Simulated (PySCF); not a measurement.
Ge2H6S. Atoms are numbered in the order given.

```xyz
9

Ge     1.7123     0.0000    -0.2498
S      0.0000     0.0000     1.2077
Ge    -1.7123     0.0000    -0.2498
H      2.9878     0.0000     0.6098
H      1.6552    -1.2592    -1.1394
H      1.6552     1.2592    -1.1394
H     -1.6552     1.2592    -1.1394
H     -2.9878     0.0000     0.6098
H     -1.6552    -1.2592    -1.1394
```

Coordinates come from a B3LYP-D3(BJ)/def2-SVP optimisation.

The numbers are results of B3LYP-D3(BJ)/def2-SVP (PySCF 2.14.0), not measurements.

Frequencies are harmonic and unscaled.

| mode | ν (cm⁻¹) | IR (km/mol) | moving atoms (share of kinetic energy) |
|---|---|---|---|
| 1 | 63 | 0.0 | H 99 % |
| 2 | 73 | 0.4 | H 90 %, S 8 % |
| 3 | 93 | 0.0 | Ge 77 %, S 14 %, H 9 % |
| 4 | 369 | 6.1 | S 59 %, Ge 32 %, H 8 % |
| 5 | 403 | 65.2 | S 68 %, Ge 28 % |
| 6 | 544 | 19.8 | H 92 % |
| 7 | 564 | 0.0 | H 96 % |
| 8 | 576 | 30.6 | H 91 % |
| 9 | 603 | 19.5 | H 85 %, S 9 % |
| 10 | 821 | 401.5 | H 97 % |
| 11 | 854 | 48.8 | H 97 % |
| 12 | 866 | 0.0 | H 99 % |
| 13 | 868 | 75.5 | H 99 % |
| 14 | 883 | 7.5 | H 99 % |
| 15 | 892 | 105.2 | H 99 % |
| 16 | 2119 | 37.6 | H 99 % |
| 17 | 2121 | 0.0 | H 98 % |
| 18 | 2126 | 97.3 | H 99 % |
| 19 | 2127 | 230.0 | H 98 % |
| 20 | 2151 | 144.3 | H 99 % |
| 21 | 2153 | 68.7 | H 99 % |
